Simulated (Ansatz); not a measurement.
Basis-set extrapolation for CH$_{6}$OS$_{2}$Si, SMILES `SCO[SiH2]S` (PBE0-D4/def2-TZVP geometry, frozen core, the Gaussian-basis code of Ansatz). Multiplicity 1, RHF reference.

|  | def2-TZVPP | def2-QZVPP |
| --- | --- | --- |
| HF | -1200.367656 | -1200.405125 |
| MP2 correlation | -0.886857 | -0.958630 |
| CCSD(T) correlation | -0.986443 | not run |

Energies in hartree. Use E(X) = E(∞) + A·exp(−7.88·√X) for Hartree–Fock and E(X) = E(∞) + B·X^(−2.97) for correlation, with X = 3 and 4, and add CCSD(T) minus MP2 of the smaller set to the MP2 limit.

Question: What is the CCSD(T) energy at the basis-set limit?

Answer: HF limit: -1200.405125 + (-0.037469) × 0.13774 = -1200.41029. MP2 limit: -0.958630 + (-0.071773) × 0.74074 = -1.01180. Higher-order term: -0.986443 − (-0.886857) = -0.09959. Total: -1201.52168 hartree, 440.0 kJ/mol below CCSD(T)/def2-TZVPP.
